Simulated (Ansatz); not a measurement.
One change: `[OH][AlH][SH]` becomes `[CH3][Al]([OH])[SH]`.

Ansatz, PBE0-D4/def2-TZVP geometries, multiplicity 1. Each molecule was computed in one conformer, which needn't be the lowest.

| property | `[OH][AlH][SH]` |
| --- | --- |
| LUMO energy (ωB97M-V/def2-TZVPP) / eV | 1.05 |
| size of the dipole moment (B3LYP/def2-TZVPP) / D | 1.60 |
| HOMO–LUMO gap (PBE/def2-TZVPP) / eV | 5.24 |
| HOMO energy (PBE0/def2-TZVPP) / eV | -7.79 |
| HOMO energy (ωB97M-V/def2-TZVPP) / eV | -9.98 |
| LUMO energy (B3LYP/def2-TZVPP) / eV | -0.77 |

Task: What does the change do to each property? (Best estimate.)

Result: Computed: 
```tsv
property	`[CH3][Al]([OH])[SH]`	shift
LUMO energy (ωB97M-V/def2-TZVPP) / eV	1.36	0.31
size of the dipole moment (B3LYP/def2-TZVPP) / D	0.62	-0.98
HOMO–LUMO gap (PBE/def2-TZVPP) / eV	5.41	0.17
HOMO energy (PBE0/def2-TZVPP) / eV	-7.58	0.21
HOMO energy (ωB97M-V/def2-TZVPP) / eV	-9.78	0.20
LUMO energy (B3LYP/def2-TZVPP) / eV	-0.44	0.33
```

With PBE0 the HOMO rises by 0.21 eV and the LUMO rises by 0.44 eV, so the gap widens by about 0.23 eV. PBE moves the HOMO by 0.22 eV and ωB97M-V by 0.20 eV. The zero-point energy changes by 76.2 kJ/mol with +9 modes. Dipoles are sizes alone; their direction can turn.

B3LYP here is the variant with VWN-RPA as its local correlation; programs differ in this.
